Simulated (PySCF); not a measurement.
# Al⁺: excitation energy

Al⁺ [Ne] 3s2 (1S) → Al⁺ [Ne] 3s1 3p1 (3P), as a difference of total energies. Calculation: PySCF 2.14, in x2c-QZVPPall (9s6p4d2f1g, 70 functions); scalar relativity by spin-free X2C-1e. Correlated levels: valence: [Ne] frozen; valence and next inner shell: 1s2 frozen. The calculations carry no spin-orbit coupling.

| method | excitation energy (eV) |
| --- | --- |
| UHF | 3.550 |
| LDA | 4.716 |
| PBE | 4.535 |
| PBE0 | 4.408 |
| r2SCAN | 4.129 |
| revPBE | 4.447 |
| r2SCAN0 | 4.164 |
| M06 | 4.817 |
| wB97M-V | 5.040 |
| MP2 (valence) | 4.276 |
| SCS-MP2 (valence) | 4.484 |
| MP2 (valence and next inner shell) | 4.472 |
| SCS-MP2 (valence and next inner shell) | 4.638 |

Errors of the correlated levels include the incompleteness of this basis and the frozen core.

The basis was made for the ground configuration and has no added diffuse functions, so the excitation energy can come out too high.

Question: Which method comes closest to the reference value, and which is furthest?

Answer: The reference is 4.651 eV (measured; NIST levels, between the centres of gravity of the two terms). Closest: SCS-MP2 (valence and next inner shell) (error -0.013 eV); furthest: UHF (error -1.101 eV).
